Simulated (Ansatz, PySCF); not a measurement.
Species: sum formula HSO (charge 0, doublet). It need not be the lowest isomer of its formula. SMILES: [O]S
Geometry from a B3LYP-D3(BJ)/def2-TZVP (Ansatz, a quantum-chemistry and plane-wave program) optimisation:
```
S
O 1 1.5055
H 1 1.3768 2 104.45
```
Charge 0, spin multiplicity 2.

Property: atomisation energy (electronic, to ground-state atoms), in kcal/mol. Valence correlation only, unless marked. Open shells are spin-unrestricted. Spin-orbit coupling is left out. Non-relativistic. The coupled-cluster limit lacks core correlation, which all-electron functionals hold. CBS marks a two-point X^-3 extrapolation of the correlation energy; Hartree-Fock from the larger set.

```json
[
 {"level": "M06-L-D4/def2-TZVPD", "program": "PySCF + dftd4", "atomisation energy (kcal/mol)": "189.3"},
 {"level": "M06-2X/def2-TZVPD", "program": "PySCF", "atomisation energy (kcal/mol)": "___"},
 {"level": "RPA@PBE/cc-pV(T+d)Z", "program": "Ansatz", "atomisation energy (kcal/mol)": "169.3"},
 {"level": "CCSD(T)/CBS(aug-cc-pV(T+d)Z,aug-cc-pV(Q+d)Z)", "program": "Ansatz", "atomisation energy (kcal/mol)": "___"}
]
```

### Question
Complete the blanks.

### Answer

- M06-2X/def2-TZVPD, atomisation energy (kcal/mol): 186.9
- CCSD(T)/CBS(aug-cc-pV(T+d)Z,aug-cc-pV(Q+d)Z), atomisation energy (kcal/mol): 187.8
